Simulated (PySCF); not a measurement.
Species: C8H10P (charge +1).
SMILES with atom numbers: `[CH:1]#[C:2][CH2:3][PH+:4]1[CH:5]=[CH:6][CH2:7][CH:8]=[CH:9]1` (hydrogens: H10 on C1; H11, H12 on C3; H13 on P4; H14 on C5; H15 on C6; H16, H17 on C7; H18 on C8; H19 on C9)

The same species was optimised twice, with GFN2-xTB and with PBE0-D3(BJ)/def2-SVP (PySCF), and the same property calculations (PySCF, gas phase) were run on both structures.

```csv
coordinate,GFN2-xTB,PBE0-D3(BJ)/def2-SVP,change
C1≡C2 (Å),1.197,1.210,+0.013
C8=C9 (Å),1.334,1.343,+0.009
C5=C6 (Å),1.334,1.342,+0.008
P4–C9 (Å),1.778,1.772,-0.006
P4–C5 (Å),1.776,1.771,-0.005
C3–P4 (Å),1.825,1.827,+0.002
C7–C8 (Å),1.486,1.487,+0.001
C2–C3 (Å),1.451,1.450,-0.001
C6–C7 (Å),1.487,1.488,+0.001
C1–C2–C3 (°),179.3,177.5,-1.8
C5–P4–C9 (°),105.8,106.7,+0.9
C2–C3–P4 (°),108.0,108.9,+0.9
C3–P4–C9 (°),113.6,113.1,-0.5
C3–P4–C5 (°),112.0,111.5,-0.5
P4–C5–C6 (°),121.0,120.6,-0.4
P4–C9–C8 (°),120.9,120.5,-0.4
C6–C7–C8 (°),118.0,118.3,+0.3
C2–C3–P4–C5 (°),-61,-61,0
```

Rotational constants: A = 3278, B = 879.1, C = 735.8 MHz (GFN2-xTB) against A = 3214, B = 883.6, C = 740.2 MHz (PBE0-D3(BJ)/def2-SVP). Point groups within 0.08 Å: C1 and C1.

On the GFN2-xTB structure: HOMO (eV) -11.88 [PBE0/pcSseg-1]; LUMO (eV) -5.35 [PBE0/pcSseg-1]; GIAO shielding of C1 (ppm) 96.3 [PBE0/pcSseg-1]; GIAO shielding of C2 (ppm) 117.4 [PBE0/pcSseg-1]; GIAO shielding of C3 (ppm) 166.4 [PBE0/pcSseg-1]; GIAO shielding of P4 (ppm) 375.1 [PBE0/pcSseg-1]; GIAO shielding of C5/C9 (mean) (ppm) 82.5 [PBE0/pcSseg-1]; GIAO shielding of C6/C8 (mean) (ppm) 18.1 [PBE0/pcSseg-1]; GIAO shielding of C7 (ppm) 151.0 [PBE0/pcSseg-1].

Q: What do these properties become on the PBE0-D3(BJ)/def2-SVP structure?

A: 
| property | level | on GFN2-xTB | on PBE0-D3(BJ)/def2-SVP | change |
| --- | --- | --- | --- | --- |
| HOMO (eV) | PBE0/pcSseg-1 | -11.88 | -11.80 | +0.08 |
| LUMO (eV) | PBE0/pcSseg-1 | -5.35 | -5.43 | -0.08 |
| energy, GFN2-xTB geometry as zero (kcal/mol) | PBE0/pcSseg-1 | 0.0 | -0.6 | -0.6 |
| GIAO shielding of C1 (ppm) | PBE0/pcSseg-1 | 96.3 | 94.2 | -2.1 |
| GIAO shielding of C2 (ppm) | PBE0/pcSseg-1 | 117.4 | 116.9 | -0.5 |
| GIAO shielding of C3 (ppm) | PBE0/pcSseg-1 | 166.4 | 164.0 | -2.4 |
| GIAO shielding of P4 (ppm) | PBE0/pcSseg-1 | 375.1 | 369.3 | -5.8 |
| GIAO shielding of C5/C9 (mean) (ppm) | PBE0/pcSseg-1 | 82.5 | 80.4 | -2.1 |
| GIAO shielding of C6/C8 (mean) (ppm) | PBE0/pcSseg-1 | 18.1 | 15.7 | -2.4 |
| GIAO shielding of C7 (ppm) | PBE0/pcSseg-1 | 151.0 | 149.8 | -1.2 |

The heavy atoms differ by 0.035 Å rms after alignment. Among bonds between heavy atoms C1≡C2 changes most (+0.013 Å). Changes are differences of the printed values. Neither structure is proved a minimum here. Isolated species at its PBE0-D3(BJ)/def2-SVP geometry (one conformer only).

Shape of the structure used: `[CH:1]#[C:2][CH2:3][PH+:4]1[CH:5]=[CH:6][CH2:7][CH:8]=[CH:9]1`: C2–C3–P4–C5 -61°.
